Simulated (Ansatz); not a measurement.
H4OSn (SMILES [OH][SnH3]) moved off its minimum; all values from Ansatz (a first-principles code), cores frozen in correlated methods. Elements past Kr take the def2 small-core potentials, without spin–orbit coupling.
(charge 0, multiplicity 1)
```xyz
6

Sn    -0.2993     0.0288    -0.0824
O      1.5311    -0.1767     0.6580
H     -0.4116     1.4997    -0.7668
H     -1.0656    -0.0815     1.3524
H     -0.4939    -1.2217    -1.1354
H      2.3266     0.0107    -0.0478
```

Forces at MP2/def2-TZVPPD (eV/Å):

```tsv
atom	Fx	Fy	Fz
Sn1	1.026	-0.414	0.367
O2	3.506	0.739	-2.629
H3	-0.193	1.288	-0.706
H4	-0.870	-0.141	0.982
H5	-0.317	-0.743	-0.700
H6	-3.153	-0.729	2.686
```

**Question.** Give the forces (eV/Å), the total energy and the dipole at CCSD(T)/def2-TZVPPD.

**Answer.** 
| atom | Fx | Fy | Fz |
|---|---|---|---|
| Sn1 | 1.116 | -0.425 | 0.398 |
| O2 | 3.454 | 0.741 | -2.642 |
| H3 | -0.189 | 1.391 | -0.748 |
| H4 | -0.923 | -0.146 | 1.091 |
| H5 | -0.317 | -0.836 | -0.774 |
| H6 | -3.140 | -0.726 | 2.675 |
Energy -290.9543 hartree, dipole 2.16 D.
